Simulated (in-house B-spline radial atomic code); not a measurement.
**Ionising the iridium ion Ir³⁺ with different functionals**

Computed with a radial B-spline atomic code at the basis-set limit: four-component Dirac-Coulomb Hamiltonian, Fermi nucleus of rms radius 5.4032 fm, spin-restricted, spherical fractional occupations for the functionals, and exact exchange of hybrids averaged over the configuration. The ionisation energy is the difference of two self-consistent energies, [Xe] 4f14 5d6 → [Xe] 4f14 5d5, without Breit or QED terms; ε is the level of the shell that loses the electron (mean over j). The electron is taken from both j subshells in proportion to 2j + 1, so the result is a j average, not the step between ground levels.

| method | rung | ΔSCF (eV) | -ε(5d) (eV) |
| --- | --- | --- | --- |
| B97-1 | global hybrid | 43.44 | 38.35 |
| LC-wPBE | range-separated hybrid | ? | ? |
| CAM-B3LYP | range-separated hybrid | 43.50 | 40.21 |
| HSE06 | range-separated hybrid | ? | ? |

(1) What does LC-wPBE give?

(2) What does HSE06 give?

(3) Among the functionals, which spreads more, the ΔSCF values or the orbital energies?

(4) How do they compare with the NIST value?

Results:

(1) ΔSCF 43.38 eV, and -ε(5d) = 41.51 eV.

(2) ΔSCF 43.45 eV, and -ε(5d) = 38.25 eV.

(3) The orbital energies: ΔSCF values span about 0.13 eV and the orbital energies 3.26 eV; here energy differences depend much less on the functional than eigenvalues do.

(4) NIST lists 40 eV ± 1.7 (tabulated theory, ground level to ground level). Errors run from +3.38 to +3.50 eV. The correlated functionals all miss on the same side by more than they spread, so the cause is common to them (Breit-QED terms, spin polarisation, the choice among j levels, multiplet and fine-structure energies, or a listed next ion that isn't the cheapest removal here) and closeness doesn't rank the functionals.
